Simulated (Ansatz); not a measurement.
The same path of CH6N2Si (10 atoms, charge 0, multiplicity 1) was run twice with different band settings. The coordinate that changes most is the dihedral N3–Si2–N4–H10.

Computed with RKS PBE/def2-SVP in Ansatz.

Relaxed end points:

```xyz
10
Properties=species:S:1:pos:R:3
C -1.167 0.224 -1.325
Si -0.044 0.008 -0.050
N 0.681 -1.479 0.432
N 0.571 1.239 0.990
H -1.702 -0.627 -1.773
H -1.391 1.220 -1.735
H 0.748 -1.733 1.420
H 0.606 -2.300 -0.171
H 1.569 1.290 1.206
H 0.128 2.159 1.006
```

```xyz
10
Properties=species:S:1:pos:R:3
C -1.168 0.225 -1.326
Si -0.045 0.009 -0.051
N 0.681 -1.479 0.432
N 0.571 1.238 0.990
H -1.702 -0.627 -1.774
H -1.391 1.221 -1.737
H 0.748 -1.730 1.421
H 0.606 -2.301 -0.169
H 0.131 2.160 1.005
H 1.568 1.284 1.209
```

Common settings: movable images 7; climbing image yes; optimiser quadratic models (default); start path through a guess of the saddle point; force threshold 0.03 eV/Å; iteration limit 60; end points relaxed.

| run | spring |
| --- | --- |
| 1 | 5.0 eV/Å² |
| 2 | 0.1 eV/Å² |

What does each run give, and how far can it be trusted?

Run 1: converged after 17 iterations, highest image 0.114 eV above the first end. The profile has 2 maxima (images 3, 7) with wells between them (image 5): this band takes more than one step, which may be the mechanism or a detour left from its start path. A vibrational analysis at the climbing image gives one clearly imaginary mode, 237i cm⁻¹: a first-order saddle point.
Run 2: converged after 14 iterations, highest image 0.114 eV above the first end. The profile has 2 maxima (images 3, 7) with wells between them (image 5): this band takes more than one step, which may be the mechanism or a detour left from its start path. Another band between the same ends (7 images) ends at a top of the same energy, where a vibrational analysis finds 1 clearly imaginary mode.
